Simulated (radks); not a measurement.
Results of a calculation; reference values are marked as such.
Species: Sc I. Configuration: [Ar] 3d1 4s2 (the NIST ground configuration).

Level of theory: Dirac Kohn-Sham, PBE, spin-unpolarised, spherical densities, point nucleus; open shells fill j = l - 1/2 first (a radial shooting solver on a logarithmic mesh with Libxc functionals).

Energy parts (hartree):
| part | energy |
|---|---|
| total | -764.06334 |
| kinetic | 770.78161 |
| electron-nucleus | -1816.01397 |
| Hartree | 320.05922 |
| exchange-correlation | -38.89021 |

Orbitals (lengths in bohr, moments of r in powers of bohr; <r^-3> diverges for s and p1/2):
orbital,occ.,eigenvalue (hartree),<1/r>,<r^-3>
1s1/2,2,-161.5711,20.77,-
2s1/2,2,-17.42711,4.307,-
2p1/2,2,-14.37796,4.235,-
2p3/2,4,-14.20738,4.186,219.9
3s1/2,2,-2.02198,1.306,-
3p1/2,2,-1.24764,1.180,-
3p3/2,4,-1.22891,1.170,24.31
3d3/2,1,-0.11929,0.7613,1.378
3d5/2,0,-0.11818,0.7588,1.362
4s1/2,2,-0.15366,0.3479,-

The highest occupied level is 3d3/2 at -3.246 eV. The density falls to 0.001 e/bohr^3 at r = 4.97 bohr.
